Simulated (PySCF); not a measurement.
3-fluoropenta-1,4-diene (C5H7F), SMILES C=CC(F)C=C. Atoms are numbered in the order given.

```xyz
13

C      1.6378    -0.0636     1.3659
C      1.2684     0.5545     0.2433
C     -0.0892     0.4672    -0.4061
F      0.1050     0.4637    -1.7909
C     -0.8821    -0.7470    -0.0263
C     -2.0030    -0.7158     0.6956
H      0.9545    -0.7234     1.9084
H      2.6368     0.0776     1.7860
H      1.9635     1.2184    -0.2840
H     -0.6657     1.3815    -0.1685
H     -0.4604    -1.6980    -0.3710
H     -2.4303     0.2298     1.0456
H     -2.5357    -1.6308     0.9678
```

Geometry optimised at B3LYP-D3(BJ)/def2-SVP. Other conformers were not sampled.

These are B3LYP/pcSseg-1 (PySCF) values and carry that method's errors.

GIAO shieldings, no solvent; atoms listed in one row are averaged. δ = σ(ref) − σ: ¹³C against TMS (σ = 181.3 ppm); ¹⁹F against CFCl3 (σ = 161.7 ppm); ¹H against TMS (σ = 31.68 ppm), references at their B3LYP-D3(BJ)/def2-TZVP geometries, non-relativistic.

| nucleus | atoms | count | δ (ppm) |
|---|---|---|---|
| ¹³C | C2 | 1 | 151.4 |
| ¹³C | C5 | 1 | 147.9 |
| ¹³C | C6 | 1 | 130.0 |
| ¹³C | C1 | 1 | 125.0 |
| ¹³C | C3 | 1 | 100.6 |
| ¹⁹F | F4 | 1 | -202.5 |
| ¹H | H9 | 1 | 6.64 |
| ¹H | H11 | 1 | 6.32 |
| ¹H | H13 | 1 | 5.87 |
| ¹H | H12 | 1 | 5.71 |
| ¹H | H8 | 1 | 5.68 |
| ¹H | H7 | 1 | 5.56 |
| ¹H | H10 | 1 | 5.48 |
